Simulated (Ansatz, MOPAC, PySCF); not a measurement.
Noncovalent pair: AsH3 (SMILES [AsH3]) (first 4 atoms) with H4OSi (SMILES O[SiH3]); geometry from B3LYP-D3(BJ)/def2-TZVP.
(charge 0, multiplicity 1):
```xyz
10

As    -0.09349     0.05961     0.40918
H     -0.22659     0.08116    -1.11311
H     -0.25724    -1.45188     0.46914
H      1.42487    -0.04104     0.33434
O      0.81136    -0.82512     3.41746
Si    -0.19719     0.16689     4.27962
H      1.75478    -0.77662     3.58886
H     -0.06099    -0.07536     5.73777
H     -1.56359    -0.16712     3.83714
H      0.09052     1.59791     4.01991
```

Counterpoise-corrected where a basis set is named; no monomer relaxation. Rows marked so take none.

Rows in 3-21G carry no dispersion term and start afresh at each structure; the Pople sets are all-electron and without relativity. The state reached by PM3 isn't checked.

Run with Ansatz (a quantum-chemistry and plane-wave program) with Gaussian orbitals; MOPAC for PM3 (differences of heats of formation); PySCF for 3-21G rows, the dispersion terms. Values without a source in brackets are computed.

Task: One of these levels gives -92.6 meV for the interaction energy. Which?
A) PM3
B) PBE-D4/def2-TZVPPD
C) B3LYP/def2-TZVPPD
D) HF/3-21G (no counterpoise)

Result: B, PBE-D4/def2-TZVPPD. The others give 290.4 (PM3), -109.1 (HF/3-21G (no counterpoise)), 12.5 (B3LYP/def2-TZVPPD)
